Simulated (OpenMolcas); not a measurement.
**5d³ along the 71-electron sequence**

```json
{
  "Program": "OpenMolcas 26.06",
  "Method": "MS-CASPT2, IPEA 0.25 Eh, imaginary shift 0.1 Eh",
  "Basis": "ANO-RCC-VQZP",
  "Scalar Hamiltonian": "DKH2, point nucleus",
  "Spin-orbit coupling": "state interaction with AMFI integrals over the reference wave functions, term energies averaged over their components"
}
```

Active space for each ion: 3 electrons in 5 orbitals (5d); closed shells correlated by CASPT2: 5s 5p.

Computed levels in cm-1 above ⁴F_3/2:

| Level | Re4+ | Os5+ | Ir6+ | Pt7+ |
| --- | --- | --- | --- | --- |
| ⁴F_5/2 | 4960 | 6310 | 7960 | 9850 |
| ⁴F_7/2 | 9120 | 11330 | 13920 | 16740 |
| ⁴P_1/2 | 14740 | 17140 | 19740 | 22360 |
| ²G_7/2 | 19300 | 22960 | 27090 | 31520 |
| ²H_9/2 | 20380 | 24170 | 28560 | 33290 |
| ⁴P_5/2 | 21470 | 25140 | 29240 | 33550 |
| ²P_1/2 | 24280 | 29100 | 34420 | 39820 |
| ²H_11/2 | 27620 | 32450 | 37840 | 43480 |
| ²D_5/2(1) | 29600 | 34900 | 40710 | 46730 |
| weight of ⁴F in the lowest level (%) | 84 | 82 | 80 | 77 |

Mixed levels, with the weight of the term that names them: Re4+ ⁴P_1/2 (65 %), Re4+ ²H_9/2 (56 %), Re4+ ²P_1/2 (65 %), Os5+ ⁴P_1/2 (67 %), Os5+ ²H_9/2 (56 %), Os5+ ²P_1/2 (67 %), Ir6+ ⁴P_1/2 (68 %), Ir6+ ²H_9/2 (56 %), Ir6+ ²P_1/2 (68 %), Pt7+ ⁴P_1/2 (67 %), Pt7+ ²H_9/2 (54 %), Pt7+ ²P_1/2 (67 %).

Measured, with the error of the calculation in %. Measured levels: Re4+ from the list in Brasseur, Gamrath and Quinet, At. Data Nucl. Data Tables 157, 101636 (2024); Os5+ from the list in Brasseur, Palmeri and Quinet, Atoms 13, 11 (2025).

| Level | Re4+ | Os5+ |
| --- | --- | --- |
| ⁴F_5/2 | 4853 (+2.2) | 6397 (-1.4) |
| ⁴F_7/2 | 8973 (+1.6) | 11444 (-1.0) |
| ⁴P_1/2 | 14325 (+2.9) | 16772 (+2.2) |
| ²G_7/2 | 19013 (+1.5) | 22920 (+0.2) |
| ²H_9/2 | 19967 (+2.1) | 24028 (+0.6) |
| ⁴P_5/2 | 20922 (+2.6) | 24828 (+1.3) |
| ²P_1/2 | 23669 (+2.6) | 28860 (+0.8) |
| ²H_11/2 | 27077 (+2.0) | 32156 (+0.9) |
| ²D_5/2(1) | 28739 (+3.0) | 34418 (+1.4) |

The fine-structure level ⁴F_7/2 changes by a factor of 1.84 from Re4+ to Pt7+. Its fourth root runs 9.77, 10.32, 10.86, 11.37, with steps per unit of Z of 0.54, 0.54, 0.51; equal steps would mean a (Z - σ)^4 law with constant σ.

⁴P_1/2 changes by a factor of 1.52 over the same range, with steps per unit of Z of +2400, +2600, +2620 cm-1.

Term energies are means over components that CASPT2 splits; among the terms shown or strongly mixed into the levels shown the widest spread is 610 cm-1 (5d³ ⁴F, Ir6+). Computed and measured levels are paired by configuration, term and J; levels that our copy of the source lacks, or whose pairing is in doubt (as where it misses far off the trend of its configuration), stay unpaired and out of the deviations. Only configurations of the active space appear.

A number in round brackets counts repeated terms of one configuration in the order of the reference energies.
